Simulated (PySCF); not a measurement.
Bi(Me)2 (C₂H₆Bi), SMILES [CH3][Bi][CH3], multiplicity 2.

Coordinates come from a B3LYP-D3(BJ)/def2-SVP optimisation. The spin state was assumed, not searched. The isomer is the one that the SMILES or the coordinates give; other isomers of the formula were not compared. The def2 effective core potentials stand for the cores of Bi; spin–orbit coupling is left out.

All values below come from PySCF 2.14.0 with B3LYP-D3(BJ)/def2-SVP.

Frequencies are harmonic and unscaled.

Computed vibrational spectrum:
```
mode  ν (cm⁻¹)  IR (km/mol)  moving atoms (share of kinetic energy)
----  --------  -----------  --------------------------------------
1           83          0.0                                  H 98 %
2           92          0.1                                  H 97 %
3          146          0.3                          C 62 %, H 32 %
4          452         22.4                          C 76 %, H 17 %
5          454         12.0                          C 77 %, H 17 %
6          683          0.0                          H 89 %, C 11 %
7          684         12.3                          H 88 %, C 11 %
8          685          4.2                          H 89 %, C 11 %
9          791         21.2                          H 82 %, C 18 %
10        1170         12.9                          H 83 %, C 17 %
11        1183          4.4                          H 84 %, C 16 %
12        1426          0.0                                  H 94 %
13        1428          5.2                                  H 94 %
14        1436          1.7                                  H 95 %
15        1436         10.1                                  H 94 %
16        3040         14.3                                  H 98 %
17        3041         16.2                                  H 98 %
18        3150         13.2                          H 90 %, C 10 %
19        3151          0.0                          H 90 %, C 10 %
20        3159         10.1                          H 90 %, C 10 %
21        3159          3.6                          H 90 %, C 10 %
```
